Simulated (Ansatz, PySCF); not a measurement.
Spin states of H3O3W (SMILES [OH][W]([OH])[OH]), each relaxed with B3LYP-D3(BJ)/def2-TZVP.
State 1 (charge 0, multiplicity 4):
```xyz
7

W      0.0311    -0.0543    -0.0853
O     -1.2630    -1.4451    -0.3590
H     -2.1111    -1.4518     0.1021
O      0.1315     1.4245    -1.3048
H     -0.3023     2.2673    -1.1222
O      1.2821    -0.1836     1.3654
H      2.1299    -0.6326     1.2546
```
State 2 (charge 0, multiplicity 2):
```json
[
 {"atom": "W", "x (Å)": "-0.0306", "y (Å)": "0.0700", "z (Å)": "-0.0865"},
 {"atom": "O", "x (Å)": "-1.1497", "y (Å)": "-1.4185", "z (Å)": "-0.3220"},
 {"atom": "H", "x (Å)": "-1.8541", "y (Å)": "-1.5988", "z (Å)": "0.3171"},
 {"atom": "O", "x (Å)": "0.1072", "y (Å)": "1.6979", "z (Å)": "-0.9417"},
 {"atom": "H", "x (Å)": "-0.2492", "y (Å)": "2.2936", "z (Å)": "-1.6016"},
 {"atom": "O", "x (Å)": "1.1470", "y (Å)": "-0.2898", "z (Å)": "1.3431"},
 {"atom": "H", "x (Å)": "1.9273", "y (Å)": "-0.8301", "z (Å)": "1.1424"}
]
```

Singlets are restricted, other states unrestricted; no spin–orbit coupling, no relativity up to Kr; see below for the cores. The largest T1 diagnostic is 0.054.

Correlated levels freeze the inner cores; with def2 sets outer-core shells near the valence are correlated too. CBS(a, b) extrapolates the correlation energy as X⁻³ and adds the Hartree–Fock energy of set b.

Run with Ansatz (a quantum-chemistry and plane-wave program) with Gaussian orbitals; PySCF for the dispersion terms. Values without a source in brackets are computed. In def2 rows elements past Kr take small-core potentials, without spin–orbit coupling.

PBE/def2-TZVPP gives 1.11 kcal/mol for the energy of the multiplicity-2 state less that of the multiplicity-4 state.

**Question.** Where do these levels fall relative to PBE: PBE-D3(BJ)/def2-TZVPP, r2SCAN/def2-TZVPP, PBE0/def2-TZVPP, wB97M-V/def2-TZVPP, B2PLYP/def2-TZVPP, CCSD(T)/CBS(def2-SVP, def2-TZVPP).

**Answer.** PBE-D3(BJ)/def2-TZVPP -0.04; r2SCAN/def2-TZVPP 4.60; PBE0/def2-TZVPP 4.63; wB97M-V/def2-TZVPP 0.33; B2PLYP/def2-TZVPP -0.69; CCSD(T)/CBS(def2-SVP, def2-TZVPP) 1.47 kcal/mol. 4 of 6 lie above PBE; the widest gap is to PBE0/def2-TZVPP.

Doubts at one or more of the structures used: a spin-contaminated determinant (r2SCAN/def2-TZVPP, CCSD(T)/CBS(def2-SVP, def2-TZVPP)); T1 above 0.05 (CCSD(T)/CBS(def2-SVP, def2-TZVPP)).
